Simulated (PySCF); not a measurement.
Ligand exchange on a metal centre used in film growth or etching (Ta OH-NH2). Gas-phase values, no solvent. One relaxed conformer stands for each flexible species; it need not be the lowest.

All values below come from PBE-D3(BJ)/def2-TZVP // BP86-D3(BJ)/def2-SVP (PySCF). 

```json
[
 {"species": "0 of 5 OH replaced by NH2", "HOMO (eV)": "[?]", "HOMO–LUMO gap (eV)": "5.08", "coordination number": "5"},
 {"species": "2 of 5 OH replaced by NH2", "HOMO (eV)": "[?]", "HOMO–LUMO gap (eV)": "3.91", "coordination number": "5"},
 {"species": "3 of 5 OH replaced by NH2 ([Ta(OH)2(NH2)3])", "HOMO (eV)": "[?]", "HOMO–LUMO gap (eV)": "4.11", "coordination number": "5"},
 {"species": "4 of 5 OH replaced by NH2 ([Ta(OH)(NH2)4])", "HOMO (eV)": "-5.11", "HOMO–LUMO gap (eV)": "3.69", "coordination number": "5"}
]
```

Complete the blanks.


- 0 of 5 OH replaced by NH2, HOMO (eV): -6.91
- 2 of 5 OH replaced by NH2, HOMO (eV): -5.46
- 3 of 5 OH replaced by NH2 ([Ta(OH)2(NH2)3]), HOMO (eV): -5.35
